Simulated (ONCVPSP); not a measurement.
## Logarithmic derivatives: neon (Ne), ONCV

```
Element                 : neon (Ne)
Generator               : ONCVPSP 4.0.1
Type                    : optimised norm-conserving Vanderbilt (ONCV)
Functional              : PBEsol
Relativity              : scalar-relativistic
Frozen core             : [He]
Valence charge          : 8
Reference configuration : 2s2 2p6
Partial waves           : 2s: rc 0.65 bohr, ncon 5, nbas 8, qcut 12.5 1/bohr, 2 projectors, debl 3.3 Ha; 2p: rc 1.05 bohr, ncon 4, nbas 7, qcut 12 1/bohr, 2 projectors, debl 1 Ha; d scattering state at 0.45 Ha: rc 0.95 bohr, ncon 4, nbas 8, qcut 8.8 1/bohr, 2 projectors, debl 2.6 Ha
Local potential         : polynomial inside 0.50 bohr (lpopt 5, dvloc0 1 Ha)
Core correction         : Teter function, fcfact 3.75, rcfact 1.2
```

The phase is arctan(r·R′/R) of the radial function R(r), unwrapped; energies in Ha, scanned from -3 to 5 Ha. A pole is an energy at which the radial function vanishes at the test radius. The pseudo phase is shifted by a multiple of π to meet the all-electron one at the reference energy, and phase errors are pseudo minus all-electron; the curves can meet again beyond the range given. Levels narrower than the energy grid can be missing from the lists of poles.

| channel | radius (bohr) | reference energy (Ha) | poles, all-electron | poles, pseudo | unbroken range about the reference energy with phases within 0.05 rad | phase error 1 Ha above the reference energy (rad) |
| --- | --- | --- | --- | --- | --- | --- |
| s | 0.66 | -1.33 | none | none | the whole range | -0.000 |
| p | 1.06 | -0.49 | 1.29 | 1.29 | the whole range | -0.000 |
| d | 0.96 | 0.45 | none | none | the whole range | +0.000 |

Phases in the s channel:

| E (Ha) | all-electron | pseudo |
| --- | --- | --- |
| -2.98 | -0.370 | -0.370 |
| -2.76 | -0.426 | -0.426 |
| -2.54 | -0.480 | -0.480 |
| -2.32 | -0.532 | -0.532 |
| -2.10 | -0.583 | -0.583 |
| -1.88 | -0.631 | -0.631 |
| -1.66 | -0.677 | -0.677 |
| -1.44 | -0.721 | -0.721 |
| -1.22 | -0.763 | -0.763 |
| -1.00 | -0.802 | -0.802 |
| -0.78 | -0.840 | -0.840 |
| -0.56 | -0.875 | -0.875 |
| -0.34 | -0.909 | -0.909 |
| -0.12 | -0.941 | -0.941 |
| 0.10 | -0.971 | -0.971 |
| 0.32 | -0.999 | -0.999 |
| 0.54 | -1.026 | -1.026 |
| 0.76 | -1.052 | -1.052 |
| 0.98 | -1.076 | -1.076 |
| 1.20 | -1.098 | -1.098 |
| 1.42 | -1.120 | -1.120 |
| 1.64 | -1.140 | -1.140 |
| 1.86 | -1.160 | -1.160 |
| 2.08 | -1.178 | -1.178 |
| 2.30 | -1.196 | -1.196 |
| 2.52 | -1.212 | -1.212 |
| 2.74 | -1.228 | -1.228 |
| 2.96 | -1.244 | -1.244 |
| 3.18 | -1.258 | -1.258 |
| 3.40 | -1.272 | -1.272 |
| 3.62 | -1.285 | -1.285 |
| 3.84 | -1.298 | -1.298 |
| 4.06 | -1.310 | -1.310 |
| 4.28 | -1.322 | -1.322 |
| 4.50 | -1.333 | -1.333 |
| 4.72 | -1.344 | -1.344 |
| 4.94 | -1.355 | -1.355 |
